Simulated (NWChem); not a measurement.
# C2H8N cation; SMILES CC[NH3+]

Program: NWChem. Pople sets run with spherical d functions. Coordinates come from a B3LYP/6-31G* (spherical d) optimisation. Level MN15/6-31G*: energy and gradient on several grids; changes count from the extra-fine grid, which is no exact limit either.

Which is the coarsest grid (coarse; fine; xfine; xcoarse; medium) from which on the energy stays within 500 μHa and each gradient component within 500 μHa/bohr of xfine?

coarse.
| grid | size of the energy change (μHa) | largest change of a gradient component (μHa/bohr) | time, medium = 1 (rough) |
|---|---|---|---|
| xcoarse | 4000 | 1000 | about 1 |
| coarse | 200 | 50 | about 1 |
| medium | < 10 | < 30 | about 1 |
| fine | < 10 | < 30 | about 1 |
| xfine | < 10 | < 30 | 3 |
